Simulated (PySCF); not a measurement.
Match the calculated data to a structure.

- 13C NMR: chemical shifts (computed TMS as zero) by class: 126.3 (1 C), 33.0 (1 C), 16.9 (1 C), 5.2 (1 C) ppm [GIAO PBE0/pcSseg-1]
- UV, first state: lowest singlet excitation: 5.44 eV (228 nm, f = 0.026) [TDDFT CAM-B3LYP/def2-SVPD]
- Triplet: lowest triplet excitation (Tamm–Dancoff): 4.62 eV [TDA CAM-B3LYP/def2-SVPD]
- UV, strongest line: among the 8 lowest singlet transitions: S5 at 7.16 eV (173 nm, f = 0.112) [TDDFT CAM-B3LYP/def2-SVPD]
- 1H NMR: chemical shifts (computed TMS as zero) by class: 2.75 (2 H), 1.78 (2 H), 1.13 (3 H), -0.07 (2 H) ppm [GIAO PBE0/pcSseg-1]
- Rotational structure: rotational constants A, B, C: 4.742, 1.040, 0.993 GHz [GFN2-xTB]

The electronic properties come from PySCF, for the isolated species, density fitting. Levels stand in brackets. One conformer (not necessarily the lowest) at the GFN2-xTB geometry, without solvent, vibrations or thermal averaging. Each NMR value is the plain mean over a class of atoms that symmetry, rotation or inversion makes alike.

**Question.** Which candidate is it?
A. `CP(N)CCC#N`
B. `CPc1ccccn1`
C. `CN1C=CN(C)P1`

**Answer.** A. It is `CP(N)CCC#N`. Numbering: `[CH3:1][P:2]([NH2:3])[CH2:4][CH2:5][C:6]#[N:7]`. 4 carbons fall into 4 classes; from least to most shielded: nitrile carbon [C6] (126.3 ppm), sp3 carbon bound to phosphorus [C4] (33.0 ppm), sp3 carbon bound to phosphorus [C1] (16.9 ppm), sp3 carbon next to a nitrile [C5] (5.2 ppm). Hydrogen classes from least to most shielded: 2 H on an sp3 carbon next to a nitrile, C5 (2.75 ppm, a mean of values up to 1.6 ppm apart in this geometry), 2 H on an sp3 carbon bound to phosphorus, C4 (1.78 ppm), 3 H on an sp3 carbon bound to phosphorus, C1 (1.13 ppm), 2 H on a nitrogen bonded to P and 2 H, N3 (-0.07 ppm). The optimised geometry has point group C1 and is an asymmetric top.

The others, at the same levels:
- `CN1C=CN(C)P1` fails: it has 2 carbon classes against 4; its computed 13C shifts are 128.7 (2 C), 40.2 (2 C) ppm, 1H shifts are 6.75 (1 H), 5.77 (2 H), 2.76 (6 H) ppm and rotational constant A is 4.184 GHz (against 4.742 GHz).
- `CPc1ccccn1` fails: it has 8 hydrogens where the 1H data count 9; its computed 13C shifts are 172.8 (1 C), 155.8 (1 C), 139.8 (1 C), 131.3 (1 C), 125.3 (1 C), 7.5 (1 C) ppm, 1H shifts are 8.90 (1 H), 7.73 (1 H), 7.60 (1 H), 7.15 (1 H), 4.51 (1 H), 1.64 (3 H) ppm and rotational constant A is 4.153 GHz (against 4.742 GHz).

Each candidate is one conformer, not necessarily the lowest. Dipoles, sizes and rotational constants follow the conformer. The torsions of the flexible species, by atom-mapped SMILES:
- `[CH3:1][P:2]([NH2:3])[CH2:4][CH2:5][C:6]#[N:7]`: C1–P2–C4–C5 -51°, P2–C4–C5–C6 -169°, H–N3–P2–C1 -64°, H–N3–P2–C1 179°
- `[CH3:1][PH:2][c:3]1[cH:4][cH:5][cH:6][cH:7][n:8]1`: C1–P2–C3–C4 -152°

The conformers of `CN1C=CN(C)P1` aren't listed.
